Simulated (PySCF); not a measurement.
Spectrum to structure. Theory: TDDFT CAM-B3LYP/def2-SVPD, vertical, gas phase, core orbitals frozen in the response (PySCF). Geometries: GFN2-xTB, one conformer each.

| state | E (eV) | λ (nm) | f |
| --- | --- | --- | --- |
| S1 | 3.70 | 335.1 | 0.0046 |
| S2 | 3.83 | 323.7 | 0.0008 |
| S3 | 4.92 | 252.3 | 0.177 |
| S4 | 5.37 | 230.9 | 0.255 |
| S5 | 5.54 | 224.0 | 0.026 |
| S6 | 5.63 | 220.3 | 0.0011 |
| S7 | 6.60 | 187.9 | 0.281 |
| S8 | 6.84 | 181.3 | 0.041 |

Question: Which structure fits? All have the formula C7H8O2.
A. `C=C(C(O)=O)/C=C\C=C`
B. `C/C=C(C=O)/C=C\C=O`
C. `C(=C/OC(=O)C)/C#CC`

Answer: B. Its S1, at 3.70 eV, is the lowest among the candidates; the nearest of the others has S1 at 4.53 eV. S1 is HOMO→LUMO+1 (27%), HOMO-1→LUMO+1 (24%), HOMO→LUMO (24%). Löwdin shares by element: HOMO carbon 37% or more, oxygen 28% or more (atoms not listed hold the other 35%); LUMO carbon 48% or more, oxygen 11% or more (atoms not listed hold the other 41%). At the same level the other candidates give, for their lowest levels:
- `CC#C/C=C\OC(C)=O`: 5.32 eV (f 0.519); 5.36 eV (f 0.001); 5.78 eV (f 0.001); 6.12 eV (f 0.001); 6.41 eV (f 0.001); T1 3.34 eV; HOMO -7.84, LUMO 0.12 eV
- `C=C/C=C\C(=C)C(=O)O`: 4.53 eV (f 0.204); 5.18 eV (f 0.005); 5.66 eV (f 0.379); 6.42 eV (f 0.378); 6.55 eV (f 0.007); T1 2.75 eV; HOMO -7.87, LUMO -0.77 eV

Shape of the structure used: `[CH3:1]/[CH:2]=[C:3]([CH:4]=[O:5])/[CH:6]=[CH:7]\[CH:8]=[O:9]`: C2–C3–C4–O5 167°, C2–C3–C6–C7 37°, C6–C7–C8–O9 -160°.
Triplets come from the Tamm–Dancoff approximation.
